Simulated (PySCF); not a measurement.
Mo(S)(Cl)(OH)3 (ClH₃MoO₃S), SMILES [Mo]([OH])([OH])([Cl])([OH])=[S], multiplicity 1.

Geometry optimised at PBE-D3(BJ)/def2-SVP. A frequency run showed that this geometry is not a minimum. The multiplicity is an assumed one; other spin states were not compared. The def2 effective core potentials stand for the cores of Mo; spin–orbit coupling is left out. One conformer was computed; it need not be the lowest.

Method: PBE-D3(BJ)/def2-SVP run with PySCF.

Frequencies are harmonic and unscaled.

Computed harmonic wavenumbers and intensities:
```
mode  ν (cm⁻¹)  IR (km/mol)  moving atoms (share of kinetic energy)
----  --------  -----------  --------------------------------------
1          84i         57.0                                  H 90 %
2           63          1.0                 Cl 38 %, O 36 %, S 20 %
3          174          2.0         O 46 %, S 30 %, Cl 12 %, H 10 %
4          203         22.9                         O 76 %, Cl 12 %
5          224         20.0        O 44 %, Mo 29 %, Cl 12 %, H 12 %
6          240         18.1         O 36 %, S 31 %, Mo 18 %, H 11 %
7          248          7.8         O 50 %, Mo 22 %, H 13 %, S 12 %
8          301          3.1                 O 68 %, Cl 22 %, H 10 %
9          324         12.5                         Cl 58 %, O 36 %
10         397          0.2                           H 91 %, O 8 %
11         411        102.0                          H 84 %, O 12 %
12         532        178.9                   H 69 %, O 21 %, S 9 %
13         565        106.6                 S 61 %, Mo 25 %, H 11 %
14         644         39.5                          O 83 %, H 13 %
15         645        530.2                          H 78 %, O 21 %
16         703         58.8                 O 63 %, Mo 24 %, H 13 %
17         707         53.1                 O 71 %, H 19 %, Mo 10 %
18         797         40.5                  H 70 %, O 20 %, Mo 9 %
19        3641        110.4                                  H 94 %
20        3645        218.9                                  H 94 %
21        3733        244.8                                  H 94 %
```
